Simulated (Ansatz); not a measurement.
A nudged elastic band was laid between two geometries of CH$_{6}$B$_{2}$OSn (11 atoms, charge 0, multiplicity 1).

These are results of RKS PBE0-D4/def2-SVP in Ansatz 0.2.0, not measurements.

```
movable images  : 7
climbing image  : yes
spring          : 5.0 eV/Å²
optimiser       : quadratic models (default)
start path      : through a guess of the saddle point
force threshold : 0.05 eV/Å
iteration limit : 55
end points      : relaxed
```

First end point:

```xyz
11
Properties=species:S:1:pos:R:3
B -1.029 -0.773 1.789
C -0.192 -1.428 0.726
O -0.689 -1.482 -0.689
B 0.017 -0.401 -0.461
Sn 0.828 1.416 -1.478
H -2.080 -0.247 1.507
H -0.578 -0.683 2.907
H 0.643 -2.120 0.889
H 0.306 2.806 -0.629
H 2.538 1.355 -1.437
H 0.300 1.500 -3.103
```

Last end point:

```xyz
11
Properties=species:S:1:pos:R:3
B -1.243 -0.800 1.631
C -0.071 -1.365 0.880
O -0.194 -1.655 -0.585
B 0.202 -0.424 -0.365
Sn 0.849 1.414 -1.463
H -1.095 -0.499 2.792
H -2.276 -0.543 1.057
H 0.821 -1.831 1.313
H 0.842 2.759 -0.407
H 2.436 1.177 -2.057
H -0.206 1.709 -2.775
```

(1) What changes between the two ends?

(2) Give the energies along the band, and the barrier.

(3) What is the geometry of the highest image?

(4) What are the harmonic wavenumbers there?

The band took 15 iterations and roughly 9 core-minutes.

## Answers

(1) No bond is made or broken. The dihedral H7–B1–C2–O3 goes from -176 to -2°.

(2) The forces met the threshold. The highest image is number 5 of 0 to 8, 59.0 kJ/mol above the first end and 58.5 kJ/mol above the last; the last end lies 0.6 kJ/mol above the first. A vibrational analysis at the climbing image gives one clearly imaginary mode, 357i cm⁻¹: a first-order saddle point.

| image | path coordinate (Å) | energy (kJ/mol) | dihedral H7–B1–C2–O3 (°) |
| --- | --- | --- | --- |
| 0 | 0.00 | 0.0 | -176 |
| 1 | 0.74 | 0.2 | -176 |
| 2 | 1.49 | 3.2 | 171 |
| 3 | 2.24 | 20.5 | 142 |
| 4 | 2.98 | 46.3 | 107 |
| 5 | 3.73 | 59.0 | 73 |
| 6 | 4.61 | 34.6 | 35 |
| 7 | 5.49 | 5.1 | 4 |
| 8 | 6.38 | 0.6 | -2 |

(3) 
```xyz
11
Properties=species:S:1:pos:R:3
B -1.258 -0.918 1.855
C 0.001 -1.077 0.924
O -0.492 -1.355 -0.487
B 0.209 -0.232 -0.331
Sn 0.931 1.437 -1.633
H -1.632 0.165 2.250
H -1.898 -1.901 2.153
H 0.780 -1.795 1.221
H 1.070 2.887 -0.734
H 2.480 1.034 -2.244
H -0.126 1.698 -2.954
```

(4) 357i, 18, 101, 160, 227, 273, 342, 447, 500, 686, 735, 738, 748, 835, 906, 961, 1043, 1172, 1210, 1274, 1506, 1933, 1939, 1943, 2569, 2664, 3122 cm⁻¹.

Run time: 4.7 min on 2 threads of Intel(R) Xeon(R) Platinum 8488C (Sapphire Rapids), with other jobs on the host, peak memory 0.32 GiB.
